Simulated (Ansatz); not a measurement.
Input for Ansatz (a first-principles code): U-wB97X-V/cc-pVTZ on CH5GeN (SMILES [CH3][Ge][NH2]), a point of a bond scan (R = 0.909 Å).

Ansatz 0.2 input:
```yaml
crystal:
  periodic: [false, false, false]
  atoms:
    - {symbol: Ge, position_ang: [-0.21703830, -0.01007012, 0.44524688]}
    - {symbol: C, position_ang: [0.73026279, 1.39571344, -0.65095540]}
    - {symbol: H, position_ang: [0.39073173, 2.39683126, -0.38074917]}
    - {symbol: H, position_ang: [0.59421149, 1.25013447, -1.72469069]}
    - {symbol: H, position_ang: [1.80124161, 1.34067309, -0.42974829]}
    - {symbol: N, position_ang: [-0.03643845, -1.35482851, -0.78605328]}
    - {symbol: H, position_ang: [0.35874017, -1.27432268, -1.60093484]}
    - {symbol: H, position_ang: [-0.37011551, -2.29049868, -0.61312951]}
basis:
  gaussian:
    orbitals: cc-pVTZ
hamiltonian:
  xc: {name: wB97X-V}
magnetization: {spin_polarized: true, initial_magnetization: 0}
```

The log:

```
WARN ansatz: RAYON_NUM_THREADS=1 ignored (pool sized by the plan → 1); use --threads N
Functional definition: wB97X-V
integrals: 0.12 GiB planned
1046 factors; their error is unknown
integrals: 0.15 GiB planned
242 factors; integrals over basis functions are off by at most 6.9e-6 eV
mean field: 1.42 GiB planned
mean field evaluation 1: about -59115.0376 eV, gradient 4.3e1 eV
mean field evaluation 2: about -59114.3642 eV, gradient 4.5e1 eV
mean field evaluation 4: about -59122.4642 eV, gradient 1.9e0 eV
mean field evaluation 8: about -59122.4876 eV, gradient 1.2e-1 eV
mean field evaluation 16: about -59122.6170 eV, gradient 7.3e-5 eV
mean field -59122.61703628 eV, -2172.7161013341 hartree, gradient 7.3e-5 eV, S^2 0.000000; 0 other end points of the search recorded, 0 dependent functions left out
reference -59122.61703456 eV, -2172.7161012710 hartree; 25, 25 occupied and 148, 148 virtual orbitals, 1046 factors
Total energy: -59122.61703456 eV, -2172.7161012710 hartree
```

The calculation finished and met its thresholds.

Cost: roughly 16 core-seconds.
